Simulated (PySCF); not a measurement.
# Ar²⁺ (argon, charge +2): UHF calculation

Configuration: [Ne] 3s1 3p5, high-spin 3P determinant (an excited configuration). All numbers are calculated (PySCF 2.14, the spin-free X2C one-electron Hamiltonian (Gaussian nucleus), in x2c-QZVPPall).

- Total energy: -526.493276 hartree
- One-electron energy: -710.8425 hartree
- Hartree (Coulomb) energy: 213.8381 hartree
- Exchange energy: -29.4888 hartree
- ⟨S²⟩: 2.0060
- ⟨L²⟩: 2.013
- Sum of ⟨r⟩: 11.93 bohr
- Sum of ⟨r²⟩: 16.14 bohr²
- Traceless quadrupole moment −½Σ⟨3z² − r²⟩ along its main axis: 0.946 e·bohr²
- Langevin diamagnetic susceptibility: -12.8 ×10⁻⁶ cm³/mol

```
shell  electrons  mean orbital energy (eV)  spread (eV)  rms radius, mean of both spins (bohr)
 1s α          1                   -3273.4            0                                 0.0991
 1s β          1                   -3272.1            0                                 0.0991
 2s α          1                   -369.70            0                                  0.446
 2s β          1                   -367.69            0                                  0.446
 2p α          3                   -292.77        0.839                                  0.416
 2p β          3                   -291.25        0.775                                  0.416
 3s α          1                   -64.923            0                                   1.41
 3p α          3                   -44.425        2.310                                   1.59
 3p β          2                   -38.534            0                                   1.59
```

Densities and radii are taken from the X2C orbitals without a picture-change correction, which distorts them close to the nucleus.

Spin-orbit constants ζ (cm⁻¹) from the X2C one-electron operator on these orbitals: bare nucleus, nucleus screened by l(l+1)(2l+1)/3 electrons, and screened by the Breit-Pauli mean field of the electrons.

```csv
shell,bare,screened nucleus,mean field
2p,13160,11690,11030
3p,1264,1124,1052
```

To first order the Landé constant is A = -525.8 cm⁻¹, so the lowest level has J = 2 and lies 0.0652 eV below the centre of the term. This holds in LS coupling only.
